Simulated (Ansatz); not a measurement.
Cu₅H₆ (the lowest doublet isomer of a short search). Charge 0, multiplicity 2. Geometry r2SCAN-D4/def2-SVP, basis def2-TZVP, Ansatz.

Cartesian coordinates in Å:
```
Cu 2.157 0.052 -1.109
Cu 0.192 1.275 -0.861
Cu -1.823 0.986 0.297
Cu -1.279 -1.080 1.235
Cu 0.871 -1.257 0.322
H -2.572 -0.075 1.293
H 1.627 1.425 -1.725
H 2.395 -1.349 -0.383
H -1.282 2.059 -0.763
H -0.122 0.196 0.498
H -0.165 -2.232 1.196
```

| run | HOMO (eV) | LUMO (eV) |
| --- | --- | --- |
| A | -6.00 | -3.97 |
| B | -4.76 | -4.45 |
| C | -4.95 | -4.43 |
| D | -4.85 | -4.52 |

No other spin state of charge 0 was run. Another isomer (doublet) lies 0.15 eV lower at PBE0-D4/def2-TZVP; other spin states weren't run for this one.

HOMO and LUMO are taken over both spins.

Question: The runs used BLYP, PBE, PBE0, r2SCAN. Estimate which is which.

Answer: A PBE0 (25 % exact exchange); B BLYP (0 % exact exchange); C r2SCAN (0 % exact exchange); D PBE (0 % exact exchange). Exact exchange lowers occupied and raises empty levels; among semilocal functionals meta-GGAs tend to open the gap a little, and such runs are hard to tell apart. The gap grows from 0.32 eV (BLYP) to 2.02 eV (PBE0).
